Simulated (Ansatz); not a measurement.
Reaction (redistribution): `C[CH2][Zn][SH]` + `[NH2][Sn][OH]` → `[OH][Zn][SH]` + `C[CH2][Sn][NH2]`

Computed with Ansatz on PBE0-D4/def2-TZVP structures; ΔE is electronic, products minus reactants. CBS: MP2 limit from def2 TZ/QZ plus the TZ coupled-cluster correction, frozen cores. DFT in def2-TZVPP. def2 core potentials past Kr. For Sn, Zn outer-core shells are correlated without core-valence functions, which leaves a few kJ/mol of doubt a bond. Scalar relativity is left out up to krypton. One conformer a species, not always the lowest.

CCSD(T)/CBS gives +33.2 kJ/mol.

**Question.** Another level gave +35.9 kJ/mol. Which?
A. LC-ωPBE/def2-TZVPP
B. PBE-QIDH/def2-TZVPP
C. revPBE/def2-TZVPP
D. CCSD/def2-TZVPP

**Answer.** B. PBE-QIDH 35.9, LC-ωPBE 41.3, revPBE 46.7, CCSD/def2-TZVPP 31.3 kJ/mol.

Largest T1 diagnostic among the species: 0.017.

The D4 term adds −5.0 kJ/mol with B3LYP and −2.7 kJ/mol with PBE0; it sums over pairs of atoms, weighted by their polarisabilities, and B3LYP, whose exchange is more repulsive, gets the larger term. From BLYP to BHLYP (50 % exact exchange), in def2-TZVPP and without D4, ΔE moves by −7.8 kJ/mol. Leaving LDA and LC-ωPBE aside and taking each functional with its dispersion term where it has one, the values, not all of them listed here, spread over 8.2 kJ/mol, from PBE-QIDH to B97M-V.

B3LYP here is the variant with VWN-RPA as its local correlation; programs differ in this.
